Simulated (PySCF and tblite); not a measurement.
Results of a calculation; reference values are marked as such.
System: 4-methylresorcinol, C₇H₈O₂, numbered as in [CH3:1][c:2]1[cH:3][cH:4][c:5]([OH:6])[cH:7][c:8]1[OH:9].

Motion: rotation about the C5–O6 bond (torsion C4–C5–O6–H from 0° to 180°, rising). GFN2-xTB gives an electronic barrier of 5.7 kcal/mol and a reaction energy of 0.6 kcal/mol.

Question: What does BP86/pcSseg-1 + D3(BJ) give on GFN2-xTB geometries?

Answer: A barrier of 4.3 kcal/mol, 1.4 below the tight-binding barrier (from unrounded values), a reaction energy of 0.7 kcal/mol and, with GFN2-xTB thermal terms, ΔG‡(298 K) = 3.6 kcal/mol and k = 2.9×10¹⁰ s⁻¹ (2 equivalent paths).

Programs: tblite and PySCF.
